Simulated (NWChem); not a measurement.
System: Si₂H₅OF; SMILES F[SiH2]O[SiH3]

The following NWChem deck was run.

```
start job
memory heap 200 mb stack 900 mb global 1100 mb
geometry units angstroms noautosym nocenter noautoz
  Si    -0.238653     1.883289     0.008416
  O      0.267255     0.348503     0.401288
  Si     0.500031    -1.216305    -0.023004
  F     -0.929515    -1.896023    -0.367317
  H     -1.715569     1.990112     0.181447
  H      0.118814     2.192396    -1.408819
  H      0.446037     2.844241     0.916950
  H      1.084186    -1.939699     1.131005
  H      1.332328    -1.304617    -1.251145
end
basis spherical
  Si library def2-svpd
  O library def2-svpd
  F library def2-svpd
  H library def2-svpd
end
dft
  xc b3lyp
  iterations 150
end
property
  response 1 0.0773
end
task dft property
```

NWChem printed, in part:

```
             Northwest Computational Chemistry Package (NWChem) 7.3.0
             --------------------------------------------------------

                             Geometry "geometry" -> ""
                             -------------------------

 Output coordinates in angstroms (scale by  1.889725989 to convert to a.u.)

  No.       Tag          Charge          X              Y              Z
 ---- ---------------- ---------- -------------- -------------- --------------
    1 Si                  14.0000    -0.23865300     1.88328900     0.00841600
    2 O                    8.0000     0.26725500     0.34850300     0.40128800
    3 Si                  14.0000     0.50003100    -1.21630500    -0.02300400
    4 F                    9.0000    -0.92951500    -1.89602300    -0.36731700
    5 H                    1.0000    -1.71556900     1.99011200     0.18144700
    6 H                    1.0000     0.11881400     2.19239600    -1.40881900
    7 H                    1.0000     0.44603700     2.84424100     0.91695000
    8 H                    1.0000     1.08418600    -1.93969900     1.13100500
    9 H                    1.0000     1.33232800    -1.30461700    -1.25114500

 Effective nuclear repulsion energy (a.u.)     228.2618297158

                              NWChem Property Module
                              ----------------------

                                 NWChem DFT Module
                                 -----------------

 Summary of "ao basis" -> "ao basis" (spherical)
 ------------------------------------------------------------------------------
       Tag                 Description            Shells   Functions and Types
 ---------------- ------------------------------  ------  ---------------------
 Si                        def2-svpd                10       24   5s3p2d
 O                         def2-svpd                 9       23   4s3p2d
 F                         def2-svpd                 9       23   4s3p2d
 H                         def2-svpd                 4        8   2s2p

            General Information
            -------------------
          SCF calculation type: DFT
          Wavefunction type:  closed shell.
          No. of atoms     :     9
          No. of electrons :    50
           Alpha electrons :    25
            Beta electrons :    25
          Charge           :     0
          Spin multiplicity:     1
          Use of symmetry is: off; symmetry adaption is: off
          Maximum number of iterations: 150
          AO basis - number of functions:   134
                     number of shells:    58
          Convergence on energy requested:  1.00D-06
          Convergence on density requested:  1.00D-05
          Convergence on gradient requested:  5.00D-04

              XC Information
              --------------
                         B3LYP Method XC Potential
                     Hartree-Fock (Exact) Exchange  0.200
                        Slater Exchange Functional  0.800 local
                    Becke 1988 Exchange Functional  0.720 non-local
              Lee-Yang-Parr Correlation Functional  0.810
                  VWN I RPA Correlation Functional  0.190 local

             Grid Information
             ----------------
          Grid used for XC integration:  medium
          Radial quadrature: Mura-Knowles
          Angular quadrature: Lebedev.
          Tag              B.-S. Rad. Rad. Pts. Rad. Cut. Ang. Pts.
          ---              ---------- --------- --------- ---------
          Si                  1.10       88          12.0       590
          O                   0.60       49          10.0       434
          F                   0.50       49          13.0       434
          H                   0.35       45          13.0       434
          Grid pruning is: on
          Number of quadrature shells:   499
          Spatial weights used:  Erf1

      Superposition of Atomic Density Guess
      -------------------------------------

 Sum of atomic energies:        -753.96565687

      Non-variational initial energy
      ------------------------------

 Total energy =    -755.037125
 1-e energy   =   -1499.645726
 2-e energy   =     516.346772
 HOMO         =      -0.382860
 LUMO         =       0.018592

   convergence    iter        energy       DeltaE   RMS-Dens  Diis-err
 ---------------- ----- ----------------- --------- --------- ---------
 d= 0,ls=0.0,diis     1   -756.8411083377 -9.85D+02  1.41D-02  7.91D-01
 d= 0,ls=0.0,diis     2   -756.7608500997  8.03D-02  6.62D-03  1.87D+00
 d= 0,ls=0.0,diis     3   -756.9279347794 -1.67D-01  1.34D-03  2.01D-02
 d= 0,ls=0.0,diis     4   -756.9295926848 -1.66D-03  4.49D-04  3.98D-03
 d= 0,ls=0.0,diis     5   -756.9299375074 -3.45D-04  1.51D-04  7.66D-04
  Resetting Diis
 d= 0,ls=0.0,diis     6   -756.9300036377 -6.61D-05  2.32D-05  5.13D-06
 d= 0,ls=0.0,diis     7   -756.9300042835 -6.46D-07  6.89D-06  7.81D-08

         Total DFT energy =     -756.930004283479
      One electron energy =    -1502.094206302279
           Coulomb energy =      579.762614127596
    Exchange-Corr. energy =      -62.860241824549
 Nuclear repulsion energy =      228.261829715753

 Numeric. integr. density =       50.000014074901

                       DFT Final Molecular Orbital Analysis
                       ------------------------------------

 Vector   23  Occ=2.000000D+00  E=-3.554522D-01
              MO Center=  3.7D-01,  2.5D-01, -1.8D-01, r^2= 6.1D+00
   Bfn.  Coefficient  Atom+Function         Bfn.  Coefficient  Atom+Function
  ----- ------------  ---------------      ----- ------------  ---------------
   103      0.257865  6 H  s                119      0.242644  8 H  s
   127     -0.219057  9 H  s                 14     -0.198776  1 Si pz
    11     -0.195271  1 Si pz                78      0.193123  4 F  pz
    58      0.180730  3 Si pz               111     -0.181557  7 H  s
    61      0.166478  3 Si pz                81     -0.133377  4 F  pz

 Vector   24  Occ=2.000000D+00  E=-3.334159D-01
              MO Center= -3.3D-01,  1.5D+00,  3.6D-01, r^2= 3.1D+00
   Bfn.  Coefficient  Atom+Function         Bfn.  Coefficient  Atom+Function
  ----- ------------  ---------------      ----- ------------  ---------------
    29      0.350848  2 O  px                95      0.302772  5 H  s
   111     -0.264554  7 H  s                 32      0.261370  2 O  px
    12     -0.210358  1 Si px                 9     -0.196066  1 Si px
     6      0.108933  1 Si px                31      0.096494  2 O  pz
    96      0.095898  5 H  s                112     -0.088160  7 H  s

 Vector   25  Occ=2.000000D+00  E=-3.226240D-01
              MO Center=  3.9D-01,  2.7D-01, -1.7D-01, r^2= 4.5D+00
   Bfn.  Coefficient  Atom+Function         Bfn.  Coefficient  Atom+Function
  ----- ------------  ---------------      ----- ------------  ---------------
    31      0.369084  2 O  pz                34      0.271837  2 O  pz
   103      0.244833  6 H  s                127      0.233437  9 H  s
   119     -0.194937  8 H  s                 28      0.139016  2 O  s
    14     -0.133777  1 Si pz                58     -0.134336  3 Si pz
    11     -0.130307  1 Si pz                29     -0.111723  2 O  px

 Vector   26  Occ=0.000000D+00  E=-1.422103D-02
              MO Center= -3.3D-02,  1.1D+00, -4.4D-02, r^2= 6.7D+00
   Bfn.  Coefficient  Atom+Function         Bfn.  Coefficient  Atom+Function
  ----- ------------  ---------------      ----- ------------  ---------------
    28      0.923414  2 O  s                 52      0.447149  3 Si s
    75     -0.359180  4 F  s                 36      0.300826  2 O  py
    27     -0.268099  2 O  s                 67      0.222900  3 Si d -2
     4     -0.212742  1 Si s                 59     -0.213290  3 Si px
    24      0.212168  1 Si d  2              26     -0.209388  2 O  s

 Vector   27  Occ=0.000000D+00  E= 5.190815D-03
              MO Center=  1.6D-01, -9.5D-01, -2.4D-01, r^2= 8.0D+00
   Bfn.  Coefficient  Atom+Function         Bfn.  Coefficient  Atom+Function
  ----- ------------  ---------------      ----- ------------  ---------------
    28      1.491321  2 O  s                  4      1.396410  1 Si s
    52     -1.177536  3 Si s                  5     -1.162051  1 Si s
    51     -0.730307  3 Si s                 35      0.619067  2 O  px
    75      0.533023  4 F  s                 59      0.468315  3 Si px
    82      0.424423  4 F  px                36     -0.411178  2 O  py

 Vector   28  Occ=0.000000D+00  E= 1.567148D-02
              MO Center=  3.2D-01,  1.7D+00, -1.0D-01, r^2= 1.1D+01
   Bfn.  Coefficient  Atom+Function         Bfn.  Coefficient  Atom+Function
  ----- ------------  ---------------      ----- ------------  ---------------
     5      3.168328  1 Si s                  4     -2.568945  1 Si s
    28     -1.410264  2 O  s                 13     -0.723189  1 Si py
    51     -0.637896  3 Si s                 35      0.582308  2 O  px
   112      0.489048  7 H  s                 36     -0.464513  2 O  py
    96      0.427943  5 H  s                104      0.426318  6 H  s

     Multipole analysis of the density
     ---------------------------------

     L   x y z        total         alpha         beta         nuclear
     -   - - -        -----         -----         ----         -------
     0   0 0 0     -0.000000    -25.000000    -25.000000     50.000000

     1   1 0 0      0.427156      1.444268      1.444268     -2.461381
     1   0 1 0      0.333889      1.259182      1.259182     -2.184474
     1   0 0 1     -0.008710      0.685719      0.685719     -1.380148

     2   2 0 0    -30.031860    -48.498216    -48.498216     66.964572
     2   1 1 0     -2.274600      5.873899      5.873899    -14.022397
     2   1 0 1     -0.407980     -5.973506     -5.973506     11.539031
     2   0 2 0    -29.458424   -239.730419   -239.730419    450.002415
     2   0 1 1     -0.605243    -13.371435    -13.371435     26.137627
     2   0 0 2    -29.766937    -29.549794    -29.549794     29.332651

 *** CALLING NEW AORESP DRIVER FOR CLOSED AND OPEN SHELLS ***
 Entering AOResponse driver routine

--------------------------------------------------------------------------------

          -----------------------------------------------
          Solving response equations for perturbing field
          -----------------------------------------------

 number of frequencies:     1
 frequency in a.u.:  0.7730000E-01
 Perturbing field: electric
 Using El. Dipole Length Gauge

 Setting up CPKS with frequency omega =      0.07730000 a.u.

                            NWChem Dynamic CPHF Module
                            --------------------------

    scftype = RHF
    nclosed =   25
      nopen =    0
  variables =     5450
  num. vecs =        3
  tolerance =   1.0D-04
  max. iter =   50

 SCF residual:    4.1151150098492535E-004

Iterative solution of linear equations
  No. of variables     5450
  No. of equations        3
  Maximum subspace       30
       Convergence  1.0D-04

   iter   nsub   residual    time
   ----  ------  --------  ---------
     1      3    1.78D+00      58.6
     2      6    1.54D+00      83.3
     3      9    6.45D-01     108.3
     4     12    2.40D-02     132.5
     5     15    4.66D-03     155.9
     6     18    3.23D-04     178.9
     7     21    9.10D-05     201.9

 Electric Dipole Response Matrix (nonzero elements):

              1        2        3
    1   53.8419  -2.8792  -0.3873
    2   -2.8791  64.0447   0.0709
    3   -0.3872   0.0709  54.5945

 ------------------------------------------
 average:        57.49368 + I       0.00000

 DFT Linear Response polarizability / au
 Frequency  =       0.0773000 / au
 Wavelength =     589.4353558 / nm
              X              Y              Z
 -----------------------------------------------
 X      53.8419119     -2.8792229     -0.3872537
 Y      -2.8791408     64.0446505      0.0709070
 Z      -0.3871849      0.0708513     54.5944788
 -----------------------------------------------
 Eigenvalues =      53.0053674     64.8038214     54.6718525
 Isotropic   =      57.4936804
 Anisotropic =      11.0597803
 -----------------------------------------------

 Magnetic Dipole Response Matrix (nonzero elements):
```

Level: B3LYP/def2-SVPD. Coordinates come from a PBE0/def2-SVP optimisation.
